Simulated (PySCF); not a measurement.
# 2-ethylbenzoic acid, C9H10O2

Geometry:
```tsv
atom	x (Å)	y (Å)	z (Å)
C1	2.591	0.153	-0.142
C2	1.414	0.314	-1.101
C3	0.130	-0.243	-0.544
C4	-0.230	-1.550	-0.899
C5	-1.377	-2.163	-0.406
C6	-2.215	-1.468	0.464
C7	-1.889	-0.168	0.825
C8	-0.726	0.452	0.340
C9	-0.436	1.846	0.769
O10	0.585	2.458	0.566
O11	-1.453	2.405	1.448
H12	3.517	0.531	-0.598
H13	2.415	0.721	0.782
H14	2.748	-0.904	0.123
H15	1.294	1.377	-1.345
H16	1.632	-0.220	-2.040
H17	0.419	-2.097	-1.588
H18	-1.619	-3.185	-0.707
H19	-3.121	-1.936	0.856
H20	-2.538	0.393	1.498
H21	-1.150	3.294	1.687
```

Level of theory: quadratic response CAM-B3LYP/def2-SVPD first hyperpolarisability, Taylor convention, gas phase in PySCF 2.14.0. Geometry: PBE0-D3(BJ)/def2-SVP.

(1) Give the tensor of the second harmonic β(−2ω;ω,ω) at 1907 nm in the axes of these coordinates.

Results:

(1) In au, Taylor convention; rows are the first index (the induced dipole):
|  | xx | yy | zz | xy | xz | yz |
| --- | --- | --- | --- | --- | --- | --- |
| x | +46.4 | -29.6 | -9.2 | +43.7 | -4.5 | -23.1 |
| y | +45.1 | -222.0 | -4.2 | -29.4 | -24.0 | -87.7 |
| z | -3.7 | -87.5 | +6.8 | -22.9 | -9.4 | -4.7 |

Norm of βᵢ = ⅓ Σⱼ (βᵢⱼⱼ + βⱼᵢⱼ + βⱼⱼᵢ): 201.3 au, hyper-Rayleigh value 106.4 au.
